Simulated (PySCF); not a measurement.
# Electronic absorption of C2H7NSSi2

Species: C2H7NSSi2.
Geometry (GFN2-xTB, Å), atoms numbered from 1 in this order:
```xyz
13
C2H7NSSi2 angstrom
N     -1.8592    2.0371    0.2428
C     -1.8533    0.9526   -0.1214
C     -1.7934   -0.4163   -0.5315
S     -1.0942   -1.4660    0.8117
Si     0.7340   -0.3964    1.2983
Si     1.8464    0.2274   -0.6366
H     -1.1734   -0.5220   -1.4242
H     -2.7952   -0.8027   -0.7239
H      0.3117    0.7008    2.1667
H      1.3633   -1.4178    2.1292
H      3.2325    0.5596   -0.3159
H      1.8578   -0.8445   -1.6401
H      1.2186    1.3887   -1.2729
```

Computed, not measured: TDDFT PBE0/def2-SVPD, vertical, gas phase, core orbitals frozen in the response in PySCF.

**Question.** Predict the UV-vis stick spectrum at this level.

**Answer.** 

| state | E (eV) | E (kJ/mol) | λ (nm) | f | main configurations (H = HOMO, L = LUMO) |
| --- | --- | --- | --- | --- | --- |
| S1 | 5.09 | 491 | 243.7 | 0.011 | H→L (70%), H→L+1 (28%) |
| S2 | 5.26 | 508 | 235.7 | 0.0054 | H→L+1 (68%), H→L (29%) |
| S3 | 5.96 | 575 | 207.9 | 0.0034 | H→L+2 (97%) |
| S4 | 6.36 | 614 | 194.8 | 0.012 | H→L+3 (94%) |
| S5 | 6.46 | 623 | 191.9 | 0.015 | H→L+4 (94%) |
| S6 | 6.77 | 653 | 183.1 | 0.0051 | H→L+5 (89%) |

Triplets (Tamm–Dancoff): T1 4.63 eV, H→L+1 (88%); T2 4.80 eV, H→L (91%).

The lowest singlet lies at 5.09 eV (244 nm, ultraviolet) and is weak; its leading configuration is HOMO→LUMO (70%). The most intense listed level is S5 at 6.46 eV (192 nm, f = 0.015), 1.37 eV above S1. Löwdin shares by element: HOMO sulfur 68%, silicon 14%, carbon 8% or more; LUMO silicon 46%, sulfur 20%, hydrogen 6% or more (atoms not listed hold the other 28%). The listed states span 1.68 eV, and the widest gap between neighbours is 0.70 eV (S2 to S3). The oscillator strengths of these states sum to 0.052; summed over the whole spectrum of an exact calculation they would give the number of electrons, 70 (Thomas–Reiche–Kuhn). Weighted by f, the mean energy of these states is 6.02 eV. Only the lowest 6 singlets were computed, as vertical energies without vibronic structure.

One conformer stands for the species.
